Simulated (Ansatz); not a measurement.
# Molecular dynamics of ClGeH5O2

input.yaml

```yaml
crystal:
  periodic: [false, false, false]
  atoms:
    - { symbol: Ge, position_ang: [-0.380491, 0.895188, -0.591156] }
    - { symbol: Cl, position_ang: [0.429011, -1.231873, -2.034744] }
    - { symbol: H, position_ang: [-1.826676, 0.463722, -0.915645] }
    - { symbol: H, position_ang: [-0.400682, 1.71749, 0.743927] }
    - { symbol: H, position_ang: [0.397877, 1.733335, -1.633006] }
    - { symbol: H, position_ang: [0.578121, -1.31418, -0.244159] }
    - { symbol: O, position_ang: [0.642474, -0.561611, 0.513577] }
    - { symbol: O, position_ang: [-0.066418, -0.971508, 1.752508] }
    - { symbol: H, position_ang: [0.626784, -0.730761, 2.4086] }
basis:
  gaussian: { orbitals: def2-SVP }
hamiltonian:
  xc: blyp
md:
  timestep: 0.5
  n_steps: 200
  ensemble: nve
  temperature: 100.0
  initial_velocities: maxwell_boltzmann
  seed: 3437
```

Launched with:

```bash
$ ansatz run input.yaml --threads 2 --pin off --max-ram 3072MiB --backend cpu --events-out ev --progress --plain --runs-dir out
```

It starts at the highest image of a converged band, a first-order saddle point between two minima.

Output, in part (one step line in 7, the closing report, with atoms numbered from 0):

```
md step     0: t =     0.00 fs  T =   100.0 K  F+E_penalty+E_count = -73199.71730607 eV  E_kin = 0.090482 eV  conserved = -73199.62682407 eV  (28 SCF iters)
md step     7: t =     3.50 fs  T =    64.7 K  F+E_penalty+E_count = -73199.68507390 eV  E_kin = 0.058569 eV  conserved = -73199.62650473 eV  (31 SCF iters)
md step    14: t =     7.00 fs  T =    60.1 K  F+E_penalty+E_count = -73199.68089896 eV  E_kin = 0.054376 eV  conserved = -73199.62652250 eV  (30 SCF iters)
md step    21: t =    10.50 fs  T =    43.8 K  F+E_penalty+E_count = -73199.66621423 eV  E_kin = 0.039658 eV  conserved = -73199.62655575 eV  (31 SCF iters)
md step    28: t =    14.00 fs  T =    46.1 K  F+E_penalty+E_count = -73199.66841837 eV  E_kin = 0.041739 eV  conserved = -73199.62667929 eV  (31 SCF iters)
md step    35: t =    17.50 fs  T =    55.6 K  F+E_penalty+E_count = -73199.67701882 eV  E_kin = 0.050336 eV  conserved = -73199.62668237 eV  (31 SCF iters)
md step    42: t =    21.00 fs  T =    32.7 K  F+E_penalty+E_count = -73199.65603768 eV  E_kin = 0.029628 eV  conserved = -73199.62640950 eV  (24 SCF iters)
md step    49: t =    24.50 fs  T =    51.7 K  F+E_penalty+E_count = -73199.67347691 eV  E_kin = 0.046801 eV  conserved = -73199.62667594 eV  (31 SCF iters)
md step    56: t =    28.00 fs  T =    34.0 K  F+E_penalty+E_count = -73199.65738720 eV  E_kin = 0.030791 eV  conserved = -73199.62659668 eV  (29 SCF iters)
md step    63: t =    31.50 fs  T =    55.6 K  F+E_penalty+E_count = -73199.67699504 eV  E_kin = 0.050321 eV  conserved = -73199.62667402 eV  (30 SCF iters)
md step    70: t =    35.00 fs  T =    47.5 K  F+E_penalty+E_count = -73199.66939984 eV  E_kin = 0.042943 eV  conserved = -73199.62645727 eV  (31 SCF iters)
md step    77: t =    38.50 fs  T =    56.4 K  F+E_penalty+E_count = -73199.67759165 eV  E_kin = 0.051035 eV  conserved = -73199.62655655 eV  (30 SCF iters)
md step    84: t =    42.00 fs  T =    64.8 K  F+E_penalty+E_count = -73199.68541306 eV  E_kin = 0.058671 eV  conserved = -73199.62674175 eV  (31 SCF iters)
md step    91: t =    45.50 fs  T =    50.7 K  F+E_penalty+E_count = -73199.67247352 eV  E_kin = 0.045891 eV  conserved = -73199.62658256 eV  (31 SCF iters)
md step    98: t =    49.00 fs  T =    68.8 K  F+E_penalty+E_count = -73199.68877287 eV  E_kin = 0.062210 eV  conserved = -73199.62656277 eV  (30 SCF iters)
md step   105: t =    52.50 fs  T =    64.0 K  F+E_penalty+E_count = -73199.68440111 eV  E_kin = 0.057921 eV  conserved = -73199.62648056 eV  (31 SCF iters)
md step   112: t =    56.00 fs  T =    93.2 K  F+E_penalty+E_count = -73199.71106587 eV  E_kin = 0.084310 eV  conserved = -73199.62675586 eV  (31 SCF iters)
md step   119: t =    59.50 fs  T =    82.7 K  F+E_penalty+E_count = -73199.70144128 eV  E_kin = 0.074855 eV  conserved = -73199.62658617 eV  (30 SCF iters)
md step   126: t =    63.00 fs  T =    88.9 K  F+E_penalty+E_count = -73199.70694834 eV  E_kin = 0.080452 eV  conserved = -73199.62649595 eV  (30 SCF iters)
md step   133: t =    66.50 fs  T =   110.5 K  F+E_penalty+E_count = -73199.72650955 eV  E_kin = 0.099976 eV  conserved = -73199.62653342 eV  (30 SCF iters)
md step   140: t =    70.00 fs  T =   140.3 K  F+E_penalty+E_count = -73199.75369503 eV  E_kin = 0.126978 eV  conserved = -73199.62671719 eV  (30 SCF iters)
md step   147: t =    73.50 fs  T =   150.2 K  F+E_penalty+E_count = -73199.76262257 eV  E_kin = 0.135868 eV  conserved = -73199.62675465 eV  (30 SCF iters)
md step   154: t =    77.00 fs  T =   165.2 K  F+E_penalty+E_count = -73199.77602051 eV  E_kin = 0.149481 eV  conserved = -73199.62653926 eV  (29 SCF iters)
md step   161: t =    80.50 fs  T =   206.6 K  F+E_penalty+E_count = -73199.81357832 eV  E_kin = 0.186936 eV  conserved = -73199.62664231 eV  (29 SCF iters)
md step   168: t =    84.00 fs  T =   221.6 K  F+E_penalty+E_count = -73199.82704222 eV  E_kin = 0.200501 eV  conserved = -73199.62654165 eV  (30 SCF iters)
md step   175: t =    87.50 fs  T =   325.2 K  F+E_penalty+E_count = -73199.92119989 eV  E_kin = 0.294272 eV  conserved = -73199.62692756 eV  (27 SCF iters)
md step   182: t =    91.00 fs  T =   350.1 K  F+E_penalty+E_count = -73199.94313655 eV  E_kin = 0.316782 eV  conserved = -73199.62635468 eV  (27 SCF iters)
md step   189: t =    94.50 fs  T =   446.0 K  F+E_penalty+E_count = -73200.03032679 eV  E_kin = 0.403535 eV  conserved = -73199.62679203 eV  (27 SCF iters)
md step   196: t =    98.00 fs  T =   458.5 K  F+E_penalty+E_count = -73200.04146741 eV  E_kin = 0.414853 eV  conserved = -73199.62661398 eV  (29 SCF iters)
md step   200: t =   100.00 fs  T =   480.2 K  F+E_penalty+E_count = -73200.06089759 eV  E_kin = 0.434472 eV  conserved = -73199.62642535 eV  (29 SCF iters)
Total energy: -73200.06121847 eV, -2690.0526329953 hartree
Atom 0 at    -0.397792     0.957856    -0.462250 Å, force    -0.199671     0.401919    -0.158654 eV/Å
Atom 1 at     0.498562    -1.476416    -2.180868 Å, force     0.369615    -0.256804     0.539673 eV/Å
Atom 2 at    -1.723117     0.349499    -0.977996 Å, force     0.094512     0.021388    -0.079923 eV/Å
Atom 3 at    -0.733792     1.985632     0.639831 Å, force     0.081704     0.169290     0.194358 eV/Å
Atom 4 at     0.634382     1.514528    -1.511670 Å, force    -0.380260    -0.140116     0.349244 eV/Å
Atom 5 at     0.754243    -1.249768    -0.805129 Å, force    -0.268153    -0.299359    -0.875307 eV/Å
Atom 6 at     0.602733    -0.364240     0.430720 Å, force     0.319089    -0.122002     0.300235 eV/Å
Atom 7 at    -0.104616    -0.921989     1.619033 Å, force    -0.496103    -0.028849    -0.909829 eV/Å
Atom 8 at     0.481320    -0.564126     2.299128 Å, force     0.479268     0.254534     0.640203 eV/Å
Dipole moment:    -0.014239     0.512082     0.524960 e Å
```

The run went to its last step. The conserved energy stayed within 0.053 meV per atom of its start (net change 0.044 meV per atom), so the integration is sound. The system heated up, since it started high on the potential surface and ran downhill. A run of 0.1 ps of so small a system gives no equilibrium averages. The orbitals stay closed-shell, which can raise the energy where a bond breaks towards radicals; this wasn't checked here.

The step under study would form Ge1–O7, Cl2–H6 and break Ge1–Cl2, H6–O7. These pairs go: Ge1–O7 2.10 → 1.88 Å, Cl2–H6 1.80 → 1.42 Å, Ge1–Cl2 2.70 → 3.11 Å, H6–O7 1.07 → 1.53 Å. In the last frame they stand as after the step (other bonds may differ from the relaxed reactants and products). It ends as ClH + GeH4O2. Pairs count as bonded within 1.25 times the sum of covalent radii (0.12 Å more for H–H).

Last frame:

```xyz
9
Properties=species:S:1:pos:R:3
Ge -0.398 0.958 -0.462
Cl 0.499 -1.476 -2.181
H -1.723 0.349 -0.978
H -0.734 1.986 0.640
H 0.634 1.514 -1.512
H 0.754 -1.250 -0.805
O 0.603 -0.364 0.431
O -0.105 -0.922 1.619
H 0.481 -0.564 2.299
```

Time of the run: 5.3 min on 2 threads of Arm Neoverse V2, with other jobs on the host, peak memory 0.14 GiB.
